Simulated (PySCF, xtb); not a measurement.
Zn(I)(SeH) (HISeZn), SMILES [Zn]([SeH])[I].

GFN2-xTB (xtb 6.7.1) at its own geometry gives an orbital gap of 3.56 eV and a dipole moment of 4.24 D.

Geometry: r2SCAN-D4/def2-SVP. The structure was generated by enumeration; whether it is a known compound was not checked. The def2 effective core potentials stand for the cores of I; spin–orbit coupling is left out. The values are those of a single conformer.

**Question.** What does PBE/def2-TZVPD in PySCF give? (An estimate is asked for; the answer gives what the named calculation found.)

**Answer.** gap 3.82 eV (levels -6.19 and -2.37 eV), dipole 0.66 D.
